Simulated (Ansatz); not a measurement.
Reaction (cleavage of the Si–Al bond): `[OH][Al]([SiH3])[Cl]` + `[OH][Cd][OH]` → `[OH][Cd][O][SiH3]` + `[OH][AlH][Cl]`

Computed with Ansatz on PBE0-D4/def2-TZVP structures; ΔE is electronic, products minus reactants. CCSD(T)/CBS is the MP2 limit (def2-TZVPP, def2-QZVPP) plus CCSD(T) − MP2 in def2-TZVPP, frozen cores. This one scheme is used for every species. Functionals use def2-TZVPP. B3LYP here is the variant with VWN-RPA as its local correlation; programs differ in this. HSE06 is defined as in plane-wave codes. Elements past krypton have def2 core potentials. For Cd outer-core shells are correlated without core-valence functions, which leaves a few kJ/mol of doubt a bond. One conformer a species, not always the lowest.

| level | ΔE (kJ/mol) | difference from CCSD(T)/CBS |
| --- | --- | --- |
| B97M-V | -104.6 | -8.6 |
| PBE0-D4 | -79.5 | 16.5 |
| B3LYP-D4 | -95.4 | 0.6 |
| HSE06-D4 | -79.3 | 16.7 |
| CAM-B3LYP-D4 | -103.7 | -7.7 |
| PBE | -67.7 | 28.3 |
| BLYP | -86.3 | 9.7 |
| B3LYP | -95.1 | 0.9 |
| r2SCANh | -93.3 | 2.7 |
| HSE06 | -79.5 | 16.5 |
| BHLYP | -110.1 | -14.1 |
| CAM-B3LYP | -103.9 | -7.9 |
| LC-ωPBE | -92.2 | 3.8 |
| CCSD/def2-SVP | -103.7 | -7.7 |
| HF/def2-TZVPP | -129.2 | -33.2 |
| MP2/def2-QZVPP | -106.4 | -10.4 |
| CCSD(T)/CBS | -96.0 | 0 |

Largest T1 diagnostic among the species: 0.017.

At CCSD(T), def2-SVP lies −5.3 kJ/mol from the extrapolated value and def2-TZVPP −3.8 kJ/mol. From BLYP to BHLYP (50 % exact exchange), in def2-TZVPP and without D4, ΔE moves by −23.7 kJ/mol.
